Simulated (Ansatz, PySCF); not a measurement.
GeOF2, SMILES [O]=[Ge]([F])[F]. Atoms are numbered in the order given.

```xyz
4

Ge     0.0000     0.0000     0.1133
O      0.0000     0.0000     1.7410
F      0.0000     1.3295    -0.9751
F      0.0000    -1.3295    -0.9751
```
Charge 0, spin multiplicity 1.

Coordinates come from a B3LYP-D3(BJ)/def2-SVP optimisation.

Vertical ionisation energy (IE) and electron affinity (EA) in eV. Rows of orbital energies are one-electron estimates. Where ΔSCF, EOM or ADC give a negative EA the extra electron is unbound and the value depends on the basis.

| level | IE | EA |
|---|---|---|
| −ε(HOMO), −ε(LUMO), ωB97X/def2-TZVPD (PySCF) | 11.97 | 1.12 |
| −ε(HOMO), −ε(LUMO), PBE/def2-TZVPD (PySCF) | 7.83 | 4.20 |
| ADC(2)/aug-cc-pVDZ (PySCF) | [?] | [?] |
| ΔSCF, PBE0/def2-SVPD (Ansatz), final states of multiplicity 2 and 2 | 11.97 | 1.24 |
| ΔSCF, PBE/def2-SVPD (Ansatz), final states of multiplicity 2 and 2 | 12.10 | 1.26 |

Q: Complete the blanks. (An estimate is asked for; the answer gives what the named calculation found.)

A: 
- ADC(2)/aug-cc-pVDZ (PySCF), IE: 9.97
- ADC(2)/aug-cc-pVDZ (PySCF), EA: 0.81

Q: What vertical singlet–triplet gap does ΔSCF give with PBE0/def2-SVPD (Ansatz, an electronic-structure program) and with PBE/def2-SVPD (Ansatz)? (The exact figures need the calculation; the answer reports its results.)

A: 3.70 and 3.87 eV (triplet above singlet where positive).

Q: Beyond the first one, list the lowest photoelectron lines from ADC(2)/aug-cc-pVDZ run with PySCF with their pole strengths (two spins summed). (Estimate from the structure and the level; the computed values follow.)

A: 10.67 eV (1.67), 12.64 eV (1.67), 14.34 eV (1.71), 14.80 eV (1.72), 15.34 eV (1.71).
